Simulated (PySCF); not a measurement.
Z-matrix (Å, degrees):
```
Ti
N 1 1.9004
H 2 1.0231 1 127.94
H 2 1.0252 3 109.14 1 172.66
N 1 1.9005 2 108.66 3 132.69
H 5 1.0232 1 127.94 2 133.20
H 5 1.0252 6 109.13 1 172.65
N 1 1.9005 2 109.88 3 -107.01
H 8 1.0231 1 127.96 2 -12.51
H 8 1.0252 9 109.13 1 -172.90
N 1 1.9005 2 109.82 3 12.51
H 11 1.0232 1 127.89 2 106.54
H 11 1.0252 12 109.13 1 -172.49
```
Charge 0, spin multiplicity 1.

Problem. Predict the HOMO–LUMO gap, LUMO, dipole moment, charge on the central atom (meta-Löwdin), total energy, HOMO and charge on the central atom (Mulliken) from TPSSh-D3(BJ)/def2-TZVP // TPSS-D3(BJ)/def2-SVP in PySCF 2.14.0.

Solution. 
The HOMO–LUMO gap is 4.76 eV. The LUMO comes out as -1.25 eV and the dipole moment comes out as 0.01 D. The charge on the central atom (meta-Löwdin) comes out as 1.22 e. The total energy comes out as -1073.5549 Ha and the HOMO is -6.01 eV. The charge on the central atom (Mulliken) comes out as 1.58 e.
